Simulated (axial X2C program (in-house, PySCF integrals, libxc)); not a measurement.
Low determinants of CoTe⁺ at the PBE0 level, 2c

Computed with an axial X2C code built on PySCF integrals. Two-component (2c) means X2C with spin–orbit coupling and atomic mean-field two-electron Coulomb and Gaunt terms. Basis: Te dyall-cv3z [11s12p8d4f1g], Co dyall-cv3z [9s10p6d3f2g] (cores contracted in-house); Gaussian nuclei, density fitting, unrestricted open shells. Masses: Te 129.906 u, Co 58.933 u.

Search at 2.393 Å (vertical energies from the lowest determinant):

```csv
ΔE (eV),state,electrons beyond evenly filled partner blocks,"electrons in ±ω = 1/2, 3/2, 5/2, 7/2"
0.00,Ω = 4,"ω = 3/2, ω = 5/2",50 23 5 0
0.29,Ω = 2,"ω = -1/2, ω = 5/2",51 22 5 0
0.37,Ω = 5,"ω = -1/2, 2 × ω = 3/2, ω = 5/2",51 22 5 0
0.38,Ω = 2,"ω = 1/2, ω = 3/2",51 21 6 0
0.44,Ω = 2,"2 × ω = -1/2, 2 × ω = 3/2",50 22 6 0
0.58,Ω = 3,"ω = 1/2, ω = 5/2",51 22 5 0
0.60,Ω = 1,"ω = -1/2, ω = 3/2",51 21 6 0
```

Lowest determinant, Ω = 4 (⟨Sz⟩ = 1.98, ⟨Lz⟩ = 2.02 at PBE0): Re = 2.389 Å, ωe = 261.1 cm⁻¹.

The determinant in row 2 of the search, Ω = 2 (⟨Sz⟩ = 1.00, ⟨Lz⟩ = 1.00 at PBE0), was followed along the bond at PBE0; measured from the minimum of the lowest determinant it gives:

Te = 0.286 eV (2304 cm⁻¹), Re = 2.370 Å, ωe = 271.0 cm⁻¹.

Problem. Compare the bond of the determinant in row 2 with that of the lowest one.

Solution. At PBE0 its Re is 0.019 Å shorter and its force constant, which goes as ωe², is 1.08 times that of the lowest determinant. T0 ≈ Te + Δωe/2 = 2304 + (5) = 2309 cm⁻¹.

The search compares states at one distance, so a state with another bond length can lie lower; it is not exhaustive and yields mostly the lowest determinant of each block pattern, so other components and higher states of one pattern are missing. These are energies of single determinants, not of spin-adapted states; PBE0 term energies can be off by some tenths of an eV, and the functional has no current term. Open-shell Ω = 0 determinants with evenly filled partner blocks cannot be reached by this program, so the Ω shown need not be the lowest component. The lowest determinant need not be the ground state where others lie within half an eV.
